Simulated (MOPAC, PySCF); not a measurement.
C2H8S3Si, SMILES `S[Si](S)(S)CC`, neutral singlet in the gas phase. 

Cartesian coordinates (Å):
SMILES: CC[Si](S)(S)S
```xyz
14

C      1.9494     0.2112    -0.2406
C      0.6265    -0.3242    -0.7800
Si    -0.8481     0.0050     0.3295
S     -1.1570     2.0866     0.7521
S     -2.6774    -0.6570    -0.5836
S     -0.4110    -0.9479     2.1988
H      2.7727     0.0297    -0.9484
H      1.8916     1.2957    -0.0603
H      2.2212    -0.2651     0.7141
H      0.3854     0.1242    -1.7594
H      0.6770    -1.4149    -0.9490
H     -1.6378     2.3735    -0.4799
H     -2.1833    -1.8644    -0.9425
H     -1.6091    -0.6523     2.7493
```
Charge 0, multiplicity 1.

All levels are single points at this geometry (PBE0-D4/def2-SVP); Pople sets use spherical d functions. Orbital energies aren't observables, and empty levels follow the basis.

```csv
level,HOMO (eV),LUMO (eV),gap (eV),dipole (D),"vertical IE, Delta-SCF (eV)"
PBE0-D4/def2-TZVP in PySCF,-7.35,-0.11,7.24,1.70,9.15
B3LYP/3-21G in PySCF,-7.30,-0.10,7.20,2.54,–
B3LYP/6-311+G** in PySCF,-7.18,-0.73,6.45,1.89,–
M06-2X/6-31G* in PySCF,-8.51,0.96,9.47,2.09,–
SVWN5/6-31G* in PySCF,-6.19,-0.92,5.27,2.11,–
HF/3-21G in PySCF,-10.55,3.59,14.14,2.87,–
HF/6-31G* in PySCF,-10.22,3.84,14.06,2.19,9.57
HF/STO-3G in PySCF,-7.03,9.24,16.27,1.49,–
AM1 in MOPAC,-9.93,-2.09,7.84,2.38,–
```
